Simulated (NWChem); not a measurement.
Correlation energy of HSn

```xyz
2

Sn     0.0000     0.0000     0.0355
H      0.0000     0.0000    -1.7725
```
Charge 0, spin multiplicity 2.

Everything below was run with NWChem. All single points use one geometry, from UPBE/def2-SVP with def2 effective core potentials on Sn, a minimum by its harmonic frequencies.

Basis set: def2-SVP. Each correlation energy counts from its own Hartree-Fock reference.

Effective core potentials replace the inner electrons of Sn; spin-orbit coupling is left out. The correlated methods keep 4 core orbitals frozen. This spin state was chosen for the runs; another may lie lower. The structure started from a generated list of species. The unpaired electrons of the parent sit in orbitals of symmetry b1 (C2v labels of the run); other states weren't searched. No SCF solution was tested for a lower state. Open-shell Hartree-Fock references start from PBE0 orbitals. No row is a measurement; the coupled-cluster row has its own basis-set and correlation limits.

```
method           correlation energy (mHa)
---------------  ------------------------
UMP2                                -76.9
SCS-UMP2                            -79.5
CCSD on UHF                             …
CCSD[T] on UHF                      -99.6
CCSD(T) on UHF                      -99.5
CCSD on ROHF                            …
CCSD[T] on ROHF                    -102.8
CCSD(T) on ROHF                    -102.7
CCSDT on ROHF                      -103.0
```

Question: Fill in the missing entries.

Answer: 
- CCSD on UHF, correlation energy (mHa): -97.2
- CCSD on ROHF, correlation energy (mHa): -100.3
